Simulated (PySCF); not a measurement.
**LaF: energy against distance**

Set-up: basis La x2c-TZVPall, F x2c-TZVPall; spin-free X2C with a Gaussian nucleus; PySCF 2.14. Energies in eV from La (5d1 6s2) + F in their ground configurations at the same level. State: triplet, about 0.1 electrons in the 4f shell (Mulliken).

| R (Å) | PBE0 | BP86 |
| --- | --- | --- |
| 1.772 | -5.453 | -5.651 |
| 1.855 | -6.079 | -6.296 |
| 1.937 | -6.425 | -6.657 |
| 1.999 | -6.546 | -6.790 |
| 2.061 | -6.577 | -6.831 |
| 2.123 | -6.539 | -6.802 |
| 2.205 | -6.408 | -6.683 |
| 2.308 | -6.158 | -6.447 |
| 2.432 | -5.785 | -6.091 |
| 2.597 | -5.243 | -5.569 |

Put a parabola through the three lowest points of the PBE0 curve and estimate Re, k and ωe (reduced mass 16.71 u; 1 eV/Å² = 0.16022 mdyn/Å; ωe = 1302.8·√(k/μ) cm⁻¹).

Through R = 1.999, 2.061, 2.123 Å the second-order coefficient is 8.98 eV/Å², so Re ≈ 2.058 Å, k ≈ 2.88 mdyn/Å and ωe ≈ 540 cm⁻¹. A polynomial fit of higher order to the unrounded PBE0 energies gives Re = 2.055 Å, k = 2.98 mdyn/Å, ωe = 550 cm⁻¹; anharmonicity and rounding make the difference.

The higher-order fit for each curve: PBE0: Re = 2.055 Å, ωe = 550 cm⁻¹, De = 6.58 eV; BP86: Re = 2.064 Å, ωe = 542 cm⁻¹, De = 6.83 eV.

These are scalar-relativistic numbers at best; spin–orbit coupling would shift them, the dissociation energy most. The state is the lowest single determinant that the PBE0 search found; with open d or f shells the true ground state can be another one.
